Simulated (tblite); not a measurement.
Compound: C₇H₁₄Ge.
SMILES with atom numbers: `[GeH3:1][C@@H:2]1[CH2:3][C@@H:4]1[CH:5]1[CH2:6][CH2:7][CH2:8]1` (hydrogens: H9, H10, H11 on Ge1; H12 on C2; H13, H14 on C3; H15 on C4; H16 on C5; H17, H18 on C6; H19, H20 on C7; H21, H22 on C8)

Computed with GFN2-xTB (tblite), gas phase: L-BFGS steps from a force-field or distance-geometry start until the largest atomic force falls under 0.01 eV/Å.

Geometry at step 117:
```
atom  x, y, z in Å
Ge1    -2.6833    0.8865    0.4217
C2     -1.8895   -0.6761   -0.4446
C3     -1.1280   -1.6358    0.4313
C4     -0.4025   -0.8385   -0.6059
C5      0.5495    0.2432   -0.1656
C6      1.6433    0.7039   -1.1515
C7      2.6656    0.6443   -0.0041
C8      1.6543   -0.1455    0.8437
H9     -2.3017    2.2063   -0.1808
H10    -4.1789    0.7791    0.3584
H11    -2.2709    0.9283    1.8631
H12    -2.5036   -1.1346   -1.2140
H13    -1.2482   -2.6996    0.2881
H14    -0.9846   -1.3545    1.4671
H15    -0.0793   -1.3805   -1.4912
H16    -0.0202    1.1028    0.2089
H17     1.8468   -0.0376   -1.9255
H18     1.4854    1.6754   -1.6259
H19     2.8637    1.6308    0.4108
H20     3.6126    0.1437   -0.2092
H21     1.8454   -1.2196    0.8540
H22     1.5134    0.1973    1.8704
```

**Question.** Give the atomic forces at this geometry.

**Answer.** 
| atom | Fx (eV/Å) | Fy (eV/Å) | Fz (eV/Å) |
| --- | --- | --- | --- |
| Ge1 | -0.043 | -0.020 | -0.019 |
| C2 | 0.003 | -0.045 | 0.051 |
| C3 | 0.016 | 0.007 | -0.022 |
| C4 | -0.022 | 0.006 | 0.007 |
| C5 | 0.020 | 0.044 | 0.043 |
| C6 | -0.029 | -0.058 | 0.053 |
| C7 | -0.015 | -0.010 | 0.033 |
| C8 | -0.012 | 0.035 | -0.068 |
| H9 | -0.036 | -0.043 | -0.032 |
| H10 | 0.078 | 0.043 | 0.030 |
| H11 | -0.046 | 0.022 | -0.034 |
| H12 | 0.030 | 0.049 | 0.012 |
| H13 | -0.025 | -0.010 | -0.033 |
| H14 | 0.040 | -0.006 | -0.055 |
| H15 | 0.020 | 0.005 | 0.076 |
| H16 | 0.033 | -0.038 | -0.004 |
| H17 | -0.050 | 0.041 | 0.050 |
| H18 | 0.056 | -0.128 | 0.088 |
| H19 | 0.059 | -0.025 | 0.014 |
| H20 | -0.090 | 0.064 | -0.037 |
| H21 | 0.006 | 0.097 | -0.041 |
| H22 | 0.008 | -0.031 | -0.112 |

The largest, 0.17 eV/Å, acts on H18; the rms over all components is 0.046 eV/Å. The forces sum to zero within rounding, as they must for an isolated molecule in no field.

**Question.** Give the force on H18 in Eh/bohr and in nN.

**Answer.** 0.165 eV/Å ÷ 51.422 = 0.00321 Eh/bohr, and 0.165 eV/Å × 1.602 = 0.26 nN.

**Question.** How far is this geometry from the end of the optimisation?

**Answer.** 0.073 eV above it, and 0.551 Å rms away after alignment. The bonds farthest from their final lengths, with half the difference of the two atoms' forces along the bond (positive lengthens):

```
   bond  now (Å)  final (Å)  force along bond (eV/Å)
  C4–C5    1.507      1.501                    +0.03
  C5–C8    1.546      1.541                    -0.05
 Ge1–H9    1.500      1.496                    -0.01
 C6–H18    1.093      1.088                    -0.04
Ge1–H10    1.501      1.496                    -0.06
 C8–H22    1.092      1.088                    -0.03
```

The angle farthest from its final value is Ge1–C2–C3, 117.2° against 120.3°.

What follows is the cost of the whole relaxation. The run took 1.7 s of wall time on an Intel Xeon at 2.70 GHz with one thread, shared host.
